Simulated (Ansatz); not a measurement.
```xyz
7

C    -2.088   -0.099   -0.278
C    -0.888   -0.056   -0.100
Ti    1.087   -0.004    0.217
F     1.705   -1.621    0.089
F     1.370    0.630    1.808
Cl    1.958    1.285   -1.301
H    -3.143   -0.135   -0.435
```

Total charge 0; spin multiplicity 1.

(1) List the r2SCAN/def2-TZVPP orbital energies in eV (the Gaussian-basis code of Ansatz). (Best estimate.)

Results:

(1) Ansatz gave: Occupied: -4858.41, -2753.80, -666.88, -666.88, -540.39, -450.50, -450.48, -450.47, -274.10, -273.33, -255.21, -193.68, -193.64, -193.63, -65.48, -41.86, -41.61, -41.34, -30.85, -30.61, -21.38, -20.00, -14.53, -12.12, -12.08, -11.56, -11.50, -11.37, -10.90, -10.26, -9.95, -9.13, -8.93, -7.98, -7.93. Lowest empty: -4.32, -4.17, -3.19, -2.82, -2.66, 0.11, 0.21, 0.30.
